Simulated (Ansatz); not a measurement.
Consider the redistribution: `[F][GaH][ZnH]` + `O[SiH2][SiH2]O[SiH3]` → `[F][GaH][O][SiH3]` + `O[SiH2][SiH2][ZnH]`.

Isolated molecules relaxed with PBE0-D4/def2-TZVP in Ansatz; ΔE leaves out vibrations. CBS: MP2 limit from def2 TZ/QZ plus the TZ coupled-cluster correction, frozen cores. DFT in def2-TZVPP. B3LYP here is the variant with VWN-RPA as its local correlation; programs differ in this. For Ga, Zn outer-core shells are correlated without core-valence functions, which leaves a few kJ/mol of doubt a bond. Scalar relativity is left out up to krypton. One conformer a species, not always the lowest.

```
          level  ΔE (kcal/mol)  difference from CCSD(T)/CBS
    LDA (SPW92)            6.2                         -1.7
      revPBE-D4            6.6                         -1.3
        BLYP-D4            9.7                          1.8
       BHLYP-D4           11.1                          3.2
        ωB97X-V            7.9                          0.0
       PBE-QIDH            6.0                         -1.9
          B3LYP            9.5                          1.6
    HF/def2-SVP            6.7                         -1.2
  CCSD/def2-SVP            2.9                         -5.0
CCSD/def2-TZVPP            6.9                         -1.0
    CCSD(T)/CBS            7.9                            0
```

Largest T1 diagnostic among the species: 0.016.

Leaving LDA and LC-ωPBE aside and taking each functional with its dispersion term where it has one, the values spread over 5.0 kcal/mol, from PBE-QIDH to BHLYP-D4. From BLYP to BHLYP (50 % exact exchange), in def2-TZVPP and without D4, ΔE moves by +1.6 kcal/mol.
